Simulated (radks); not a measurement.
Task: The mean radii <r> (bohr) of the occupied orbitals of an atom or ion are listed with their occupations. Method: scalar-relativistic Kohn-Sham, PBEsol, spin-polarised, spherical densities, point nucleus; computed with a radial shooting solver on a logarithmic mesh with Libxc functionals.

orbital  occ.      <r>
1s up       1  0.04411
1s down     1  0.04410
2s up       1   0.1961
2s down     1   0.1961
2p up       3   0.1712
2p down     3   0.1712
3s up       1   0.5745
3s down     1   0.5743
3p up       3   0.5899
3p down     3   0.5894
3d up       5   0.6302
3d down     5   0.6271
4s up       1    1.691
4s down     1    1.686
4p up       2    1.973

Name the element and its charge. Open shells, if any, are filled with parallel spins first.

Result: Z = 34, selenium, charge +2: Se2+ in [Ar] 3d10 4s2 4p2. The 1s radius gives Z: for a bare nucleus <r> = (2 gamma + 1)/(2Z) with gamma = sqrt(1 - (Z/c)^2), 0.0432 bohr for Z = 34, and screening makes it slightly larger (0.04411 here). The occupations add up to 32, and the charge is Z minus that.
